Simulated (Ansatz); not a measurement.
Cost and result for the atomization energy of CH$_{4}$AlGaOS, SMILES `[AlH2][O][GaH][CH]=S` (9 atoms, 8 bonds).

```
atom   x (Å)   y (Å)   z (Å)
 Al1  -1.754   1.425   1.042
  O2  -0.411   0.764   0.285
 Ga3   1.030   0.125  -0.515
  C4   1.082  -1.837  -0.763
  S5   2.389  -2.548  -1.382
  H6  -1.742   1.566   2.619
  H7  -2.984   1.870   0.149
  H8   2.159   1.096  -0.960
  H9   0.231  -2.461  -0.475
```

The species carries charge 0 and has multiplicity 1. Correlated methods include outer-core shells of Ga, which these sets cover unevenly. Scalar relativity is left out up to krypton. Geometry: relaxed with PBE0-D4/def2-TZVP. It is one conformer, not always the lowest. Program: Ansatz. All runs use 4 threads of an Intel Xeon Platinum 8488C on a shared host. Times are those of one run each, without the atoms' runs, and a repeat can differ threefold. Electronic energies, without spin–orbit coupling; frozen cores. CCSD(T)/CBS adds CCSD(T) − MP2 in def2-TZVPP to the MP2 limit, and its time is that of the two runs behind it. T1 = 0.016; the RHF reference is unstable towards UHF. With those shells the extrapolation isn't a true limit. B3LYP takes the VWN-RPA correlation (the form of Gaussian; ORCA's B3LYP/G). HSE06 is the plane-wave form, built on full-range PBE exchange.

CCSD(T)/CBS is a level of theory with its own doubt, some kJ/mol a heavy atom from the limit and from the frozen cores, so smaller differences don't rank the functionals.

```csv
level,functions,wall time,atomization (kJ/mol),difference from CCSD(T)/CBS,per bond
revPBE-D4/def2-TZVPP,250,2.7 s,2800.1,-68.6,-8.6
BHLYP-D4/def2-TZVPP,250,4.2 s,2735.2,-133.5,-16.7
r2SCAN-D4/def2-TZVPP (with forces),250,4.3 s,2865.0,-3.7,-0.5
PBE0-D4/def2-TZVPP,250,4.3 s,2815.7,-53.0,-6.6
HSE06-D4/def2-TZVPP,250,4.8 s,2817.6,-51.1,-6.4
B3LYP-D4/def2-TZVPP (with forces),250,5.5 s,2823.9,-44.8,-5.6
PBE-QIDH/def2-TZVPP,250,8 s,2822.8,-45.9,-5.7
CCSD(T)/def2-SVP,116,8 s,2681.2,-187.5,-23.4
B97M-V/def2-TZVPP,250,8.5 s,2889.9,21.2,2.7
B2PLYP/def2-TZVPP,250,8.5 s,2813.4,-55.3,-6.9
MP2/def2-QZVPP,463,27 s,2907.1,38.4,4.8
CCSD(T)/def2-TZVPP,250,2.4 min,2792.9,-75.8,-9.5
CCSD(T)/CBS(def2),–,2.9 min,2868.7,0.0,0.0
```

From r2SCAN to r2SCAN0 (25 % exact exchange), in def2-TZVPP and without D4, the atomization energy moves by −68.3 kJ/mol: exact exchange takes away binding that semilocal exchange gives to molecules. Leaving LDA and LC-ωPBE aside and taking each functional with its dispersion term where it has one, the values spread over 154.7 kJ/mol, from BHLYP-D4 to B97M-V. LDA lies +409.1 kJ/mol from PBE without D4, its usual overbinding. At CCSD(T), def2-SVP lies −187.5 kJ/mol from the extrapolated value and def2-TZVPP −75.8 kJ/mol: correlation converges slowly with the basis, and small sets miss more of it in the bonded molecule than in its fragments.
